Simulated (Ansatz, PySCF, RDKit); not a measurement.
Dimer: N2 (SMILES N#N) (first 2 atoms) with HBr (SMILES Br); geometry from B3LYP-D3(BJ)/def2-TZVP.
(charge 0, multiplicity 1):
```csv
atom,x (Å),y (Å),z (Å)
N,0.1023,-0.3345,0.1544
N,0.1042,-0.3385,-0.9360
Br,0.0908,-0.3017,4.0035
H,0.0963,-0.3187,2.5779
```

Monomers are frozen at their geometry in the pair; levels with a basis set take the counterpoise correction. Rows marked so take none. RDKit's UFF carries no charges.

Rows in 3-21G carry no dispersion term and start afresh at each structure; the Pople sets are all-electron and without relativity.

Programs: Ansatz (a quantum-chemistry and plane-wave program) with Gaussian orbitals; PySCF for 3-21G rows, the dispersion terms; RDKit for the force fields. Each number belongs to the level named beside it.

**Question.** One of these levels gives 0.99 kcal/mol for the interaction energy. Name it.
(A) r2SCAN-D3(BJ)/def2-TZVPPD
(B) HF/aug-cc-pVDZ
(C) UFF
(D) HF/3-21G (no counterpoise)

**Answer.** C, UFF. The others give -1.45 (HF/3-21G (no counterpoise)), 0.14 (HF/aug-cc-pVDZ), -0.85 (r2SCAN-D3(BJ)/def2-TZVPPD)
